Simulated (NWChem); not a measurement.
System: CrNHOBrF; SMILES [NH]=[Cr](=[O])([F])[Br]

Not confirmed as a minimum by frequencies. B3LYP is NWChem's, with the RPA form of VWN correlation.

### Question
Give the equilibrium geometry at B3LYP/6-31G* (spherical d) (NWChem) as an XYZ file, with the point group.

### Answer
point group C1; any orientation.
```
6

Cr     0.0182     0.7547    -0.0517
O      0.9652     1.2522     1.0550
N      0.6355     1.1594    -1.4840
H      1.5259     1.5928    -1.7505
F     -1.5432     1.4284     0.1067
Br    -0.0389    -1.5436     0.0413
```
